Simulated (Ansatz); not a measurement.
Molecule: CH5GeS, net charge 0, doublet state. It need not be the lowest isomer of its formula. 
Structure (B3LYP-D3(BJ)/def2-TZVP (Ansatz, a quantum-chemistry and plane-wave program) minimum search):
SMILES: [GeH2][S]C
```xyz
8

C     -2.0502    -0.6264    -0.4521
S     -0.9899     0.2191     0.7736
Ge     1.0073     0.0347    -0.2015
H     -1.9498    -0.1679    -1.4339
H     -1.8067    -1.6853    -0.5080
H     -3.0766    -0.5162    -0.1075
H      0.8427     0.4372    -1.6988
H      1.8968     1.0744     0.5306
```
Charge 0, spin multiplicity 2.

Parts of the frozen-core correlation energy in STO-3G (Ansatz, hartree). Frozen orbitals: 20; correlated occupied orbitals by spin: 10 and 9; virtual: 7 and 8. UHF or UKS for open shells. Spin-orbit coupling is left out. No relativistic terms.

```json
[
 {"term": "reference (HF)", "value": "-2485.22716"},
 {"term": "MP2 opposite-spin", "value": "[?]"},
 {"term": "MP2 same-spin", "value": "-0.00891"},
 {"term": "CCSD correlation", "value": "[?]"},
 {"term": "(T)", "value": "[?]"},
 {"term": "T1 diagnostic", "value": "0.015"},
 {"term": "largest doubles amplitude", "value": "0.057"},
 {"term": "<S^2> of the reference", "value": "0.754"}
]
```

Question: Fill in the missing entries.

Answer: 
- MP2 opposite-spin, value: -0.09526
- CCSD correlation, value: -0.14489
- (T), value: -0.00135
